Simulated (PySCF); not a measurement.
Species: C₄H₁₆Ge₂Si.
Numbering: `[CH3:1][CH2:2][Ge@@H:3]([CH2:4][SiH3:5])[GeH2:6][CH3:7]` (hydrogens: H8, H9, H10 on C1; H11, H12 on C2; H13 on Ge3; H14, H15 on C4; H16, H17, H18 on Si5; H19, H20 on Ge6; H21, H22, H23 on C7)

Cartesian coordinates in Å at the PBE0-D3(BJ)/def2-SVP level; atoms count from 1:
```
atom  x, y, z in Å
C1    -1.9243   -2.2083    0.7476
C2    -1.1951   -1.9925   -0.5709
Ge3   -0.1256   -0.3407   -0.6185
C4    -1.3208    1.2096   -0.3857
Si5   -0.4748    2.8755   -0.5402
Ge6    1.5666   -0.3556    1.1244
C7     3.1453    0.7010    0.6454
H8    -2.6062   -1.3747    0.9798
H9    -2.5305   -3.1283    0.7319
H10   -1.2203   -2.2971    1.5910
H11   -0.5124   -2.8318   -0.7832
H12   -1.9052   -1.9499   -1.4139
H13    0.5604   -0.2146   -2.0012
H14   -2.1281    1.1349   -1.1341
H15   -1.7887    1.1366    0.6101
H16    0.1513    3.0269   -1.8905
H17   -1.4311    4.0091   -0.3361
H18    0.6077    3.0019    0.4868
H19    2.0006   -1.8151    1.3997
H20    0.9622    0.1893    2.4395
H21    3.8941    0.6565    1.4494
H22    2.8666    1.7515    0.4810
H23    3.5962    0.3100   -0.2779
```

Computed, not measured: PBE0-D3(BJ)/def2-SVP geometry optimisation, gas phase in PySCF.

Masses are those of the commonest isotopes; rigid-rotor values at the optimised geometry. The values belong to one conformer with, in the numbering `[CH3:1][CH2:2][Ge@@H:3]([CH2:4][SiH3:5])[GeH2:6][CH3:7]`, C1–C2–Ge3–C4 -62°, C2–Ge3–C4–Si5 -175°, C2–Ge3–Ge6–C7 152°.

**Question.** What are A, B and C (GHz)?

**Answer.** Ia = 543.27, Ib = 591.14, Ic = 981.14 u·Å²; 505379 MHz·u·Å²/I gives 930.3, 854.9 and 515.1 MHz, that is A = 0.9303, B = 0.8549, C = 0.5151 GHz.

**Question.** What kind of rotor is it?

**Answer.** An asymmetric top. Ray's parameter κ = (2B − A − C)/(A − C) = 0.637; −1 is the prolate and +1 the oblate limit.

**Question.** What does the inertial defect say?

**Answer.** Not planar: Δ = Ic − Ia − Ib = -153.27 u·Å². For a rigid frame Δ = −2 Σ m c², so Σ m c² = 76.63 u·Å² lies off the ab plane: 24.16 from hydrogen and 52.47 from heavier atoms. The atom farthest from that plane is 2.03 Å away.

**Question.** List the rotational levels J(Ka,Kc) to J = 4 (cm⁻¹).

**Answer.** Above 0(0,0):
J = 1: 1(0,1) 0.0457, 1(1,1) 0.0482, 1(1,0) 0.0595
J = 2: 2(0,2) 0.1279, 2(1,2) 0.1283, 2(1,1) 0.1623, 2(2,1) 0.1698, 2(2,0) 0.1790
J = 3: 3(0,3) 0.2437, 3(1,3) 0.2437, 3(1,2) 0.3051, 3(2,2) 0.3069, 3(2,1) 0.3374, 3(3,1) 0.3524, 3(3,0) 0.3591
J = 4: 4(0,4) 0.3937, 4(1,4) 0.3937, 4(1,3) 0.4810, 4(2,3) 0.4813, 4(2,2) 0.5403, 4(3,2) 0.5454, 4(3,1) 0.5714, 4(4,1) 0.5963, 4(4,0) 0.6006
Those of J = 1 are B + C, A + C and A + B.

**Question.** Which lines would a microwave search look for?

**Answer.** The dipole components are |μa| = 0.53 D, |μb| = 0.78 D, |μc| = 0.01 D. The squared components, which scale the intensities, stand as 0.46 : 1.00 : 0.00 (a : b : c). Some lines, for components of 0.1 D or more:

```tsv
type	branch	J(Ka,Kc)	MHz	lower level (cm⁻¹)
b	Q	4(3,1) ← 4(2,2)	934	0.540
b	Q	2(1,1) ← 2(0,2)	1031	0.128
b	R	1(1,1) ← 0(0,0)	1445	0.000
b	Q	5(5,1) ← 5(4,2)	1729	0.844
a	Q	3(1,2) ← 3(1,3)	1840	0.244
b	Q	3(1,2) ← 3(0,3)	1841	0.244
b	R	2(0,2) ← 1(1,1)	2389	0.048
b	R	2(1,2) ← 1(0,1)	2476	0.046
b	R	3(0,3) ← 2(1,2)	3460	0.128
a	R	3(1,3) ← 2(1,2)	3462	0.128
b	R	3(1,3) ← 2(0,2)	3473	0.128
b	R	2(2,0) ← 1(1,1)	3921	0.048
a	R	4(2,3) ← 3(2,2)	5227	0.307
a	R	5(1,5) ← 4(1,4)	5527	0.394
b	R	3(3,0) ← 2(2,1)	5674	0.170
a	R	4(3,1) ← 3(3,0)	6366	0.359
a	R	5(3,2) ← 4(3,1)	7843	0.571
```

**Question.** Estimate the classical rotational partition function at 50 K, 298.15 K and 500 K.

**Answer.** Point group C1, symmetry number σ = 1; q = (√π/σ)·√((kT/h)³/(ABC)), k/h = 20836.6 MHz/K: 93100 at 50 K, 1360000 at 298.15 K, 2940000 at 500 K.

Whether it is a minimum is left open (no frequencies). These are rigid-rotor constants of the computed structure; measured ground-state constants (B0) also hold zero-point vibration. A rigid rotor knows nothing of internal rotation, which can split or shift real lines.
